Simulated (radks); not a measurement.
Question: The scandium ion Sc3+, [Ar]. Calculated with a radial shooting solver on a logarithmic mesh with Libxc functionals: non-relativistic Kohn-Sham, exchange-only PBE, spin-polarised, spherical densities, point nucleus. Every spin shell is full or empty, so the densities are truly spherical. Functionals are evaluated on that one density, not self-consistently. Rank these orbital-free kinetic functionals by their error against the exact value of the orbitals, and give that value: Thomas-Fermi, TF + vW/9, LC94, APBEK, revAPBEK, Thakkar, Pearson, LKT, DePristo-Kress.

Answer: Exact: 757.994 hartree. From best to worst, with 100 (|E| - |E exact|)/|E exact| (equal figures are ties): DePristo-Kress 0.00, LC94 +0.06, APBEK +0.17, Thakkar -0.25, revAPBEK +0.48, TF + vW/9 -0.67, Pearson -1.40, Thomas-Fermi -6.90, LKT +27.53.
